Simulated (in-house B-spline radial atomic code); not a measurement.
# Sn5+: [Kr] 4d9

Method: Dirac-Kohn-Sham LDA VWN5, spherical fractional occupations, Fermi nucleus of rms radius 4.6519 fm. Calculated with a radial B-spline atomic code at the basis-set limit.

Effective charges: Z_r = [3n² - l(l+1)]/(2<r>) from the radius, Z_e = n√(-2ε) from the energy, and Slater's rules. Values are occupation-weighted means over j. An effective charge above Z reflects the relativistic contraction of the inner shells.

| shell | electrons | ε (eV) | <r> (bohr) | Z_r | Z_e | Slater |
| --- | --- | --- | --- | --- | --- | --- |
| 1s | 2 | -29024 | 0.02908 | 51.58 | 46.19 | 49.70 |
| 2s | 2 | -4436.5 | 0.1252 | 47.92 | 36.12 | 45.85 |
| 2p | 6 | -3997.2 | 0.1094 | 45.69 | 34.28 | 45.85 |
| 3s | 2 | -907.55 | 0.3396 | 39.75 | 24.50 | 38.75 |
| 3p | 6 | -763.24 | 0.3377 | 37.02 | 22.47 | 38.75 |
| 3d | 10 | -537.69 | 0.3147 | 33.36 | 18.86 | 28.85 |
| 4s | 2 | -196.37 | 0.813 | 29.52 | 15.20 | 22.25 |
| 4p | 6 | -152.12 | 0.8746 | 26.30 | 13.37 | 22.25 |
| 4d | 9 | -86.766 | 1.037 | 20.25 | 10.10 | 11.20 |

The least bound orbital is 4d5/2 at -86.3 eV, and it is also the most diffuse (<r> = 1.042 bohr).

Spin-orbit splittings of the orbital energies (j = l + 1/2 above j = l - 1/2 when positive): 2p 230.3 eV, 3p 42.07 eV, 3d 8.698 eV, 4p 7.833 eV, 4d 1.157 eV.

For the 1s electron the small component carries 3.37 % of the norm, the zero-frequency Breit interaction raises the level by 67.61 eV, self-energy by 38.28 eV, and vacuum polarisation lowers it by 5.039 eV.
